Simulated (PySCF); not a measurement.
One of the candidates below gave these computed data.

All candidates are C5H6OS.

| technique | computed result |
| --- | --- |
| UV, first state | lowest singlet excitation: 3.77 eV (329 nm, f = 0.023) [TDDFT B3LYP/def2-SVPD] |
| Dipole | 2.29 D [B3LYP/def2-SVPD] |
| Polarisability | 78.7 au [B3LYP/def2-SVPD] |
| 1H NMR | chemical shifts (computed TMS as zero) by class: 9.25 (1 H), 5.70 (1 H), 5.53 (1 H), 4.11 (1 H), 3.88 (1 H), 2.72 (1 H) ppm [GIAO PBE0/pcSseg-1] |
| Triplet | lowest triplet excitation (Tamm–Dancoff): 3.31 eV [TDA B3LYP/def2-SVPD] |
| NMR, other nuclei | isotropic shieldings of nuclei other than C and H, by class: -283 (1 O), 421 (1 S) ppm [GIAO PBE0/pcSseg-1] |
| Rotational structure | rotational constants A, B, C: 3.432, 2.164, 1.668 GHz [GFN2-xTB] |
| UV, strongest line | among the 8 lowest singlet transitions: S4 at 5.49 eV (226 nm, f = 0.086) [TDDFT B3LYP/def2-SVPD] |
| 13C NMR | chemical shifts (computed TMS as zero) by class: 189.3 (1 C), 129.5 (1 C), 129.5 (1 C), 58.9 (1 C), 34.4 (1 C) ppm [GIAO PBE0/pcSseg-1] |

Electronic properties: PySCF, gas phase, density fitting. Levels stand in brackets. One conformer (not necessarily the lowest) at the GFN2-xTB geometry, without solvent, vibrations or thermal averaging. NMR classes are plain means over equivalent atoms (diastereotopic ones count apart unless rotation or inversion swaps them), as if these changed places fast.

Problem. Which candidate is it?
A. `COc1ccsc1`
B. `CSc1ccoc1`
C. `C#CC(=C)[S@@](C)=O`
D. `O=C[C@@H]1CC=CS1`

Solution. D. It is `O=C[C@@H]1CC=CS1`. Numbering: `[O:1]=[CH:2][C@@H:3]1[CH2:4][CH:5]=[CH:6][S:7]1`. Its formula, C5H6OS, gives 3 degrees of unsaturation: 1 ring and 2 π bonds in the structure found. 5 carbons fall into 5 classes; from least to most shielded: aldehyde carbon [C2] (189.3 ppm), alkene CH carbon [C6] (129.5 ppm), alkene CH carbon [C5] (129.5 ppm), ring sp3 carbon bound to sulfur [C3] (58.9 ppm), allylic carbon [C4] (34.4 ppm). Hydrogen classes from least to most shielded: 1 H on an aldehyde carbon, C2 (9.25 ppm), 1 H on an alkene CH carbon, C6 (5.70 ppm), 1 H on an alkene CH carbon, C5 (5.53 ppm), 1 H on an sp3 carbon bound to sulfur, C3 (4.11 ppm), 1 H on an allylic carbon, C4 (3.88 ppm), 1 H on an allylic carbon, C4 (2.72 ppm). The other shieldings belong to: -283 ppm, aldehyde oxygen [O1]; 421 ppm, sulfide sulfur [S7]. S1 is mainly HOMO→LUMO (weight 0.94); the largest Löwdin shares of the orbital it empties are 0.43 on the sulfide sulfur, 0.20 on an alkene CH carbon, 0.16 on an alkene CH carbon and 0.04 on the sp3 carbon bound to sulfur, of the orbital it fills 0.33 on the aldehyde carbon, 0.29 on the aldehyde oxygen, 0.14 on the sulfide sulfur and 0.08 on the sp3 carbon bound to sulfur. The optimised geometry has point group C1 and is an asymmetric top.

The others, at the same levels:
- `C#CC(=C)[S@@](C)=O` fails: its computed 13C shifts are 151.8 (1 C), 133.2 (1 C), 99.7 (1 C), 81.6 (1 C), 48.9 (1 C) ppm, 1H shifts are 6.76 (1 H), 6.76 (1 H), 3.43 (1 H), 2.51 (3 H) ppm and lowest singlet excitation is 4.36 eV (285 nm, f = 0.021) (against 3.77 eV).
- `CSc1ccoc1` fails: its computed 13C shifts are 148.6 (1 C), 137.5 (1 C), 132.2 (1 C), 116.3 (1 C), 19.3 (1 C) ppm, 1H shifts are 7.50 (1 H), 6.89 (1 H), 6.53 (1 H), 2.35 (3 H) ppm and rotational constant A is 5.891 GHz (against 3.432 GHz).
- `COc1ccsc1` fails: its computed 13C shifts are 165.2 (1 C), 133.2 (1 C), 125.2 (1 C), 101.4 (1 C), 57.9 (1 C) ppm, 1H shifts are 7.08 (1 H), 6.89 (1 H), 5.79 (1 H), 3.93 (3 H) ppm and rotational constant A is 5.748 GHz (against 3.432 GHz).

Each candidate is one conformer, not necessarily the lowest. Dipoles, sizes and rotational constants follow the conformer. The torsions of the flexible species, by atom-mapped SMILES:
- `[O:1]=[CH:2][C@@H:3]1[CH2:4][CH:5]=[CH:6][S:7]1`: O1–C2–C3–C4 4°
- `[CH:1]#[C:2][C:3](=[CH2:4])[S@@:5]([CH3:6])=[O:7]`: C2–C3–S5–C6 70°
- `[CH3:1][S:2][c:3]1[cH:4][cH:5][o:6][cH:7]1`: C1–S2–C3–C4 180°
- `[CH3:1][O:2][c:3]1[cH:4][cH:5][s:6][cH:7]1`: C1–O2–C3–C4 179°
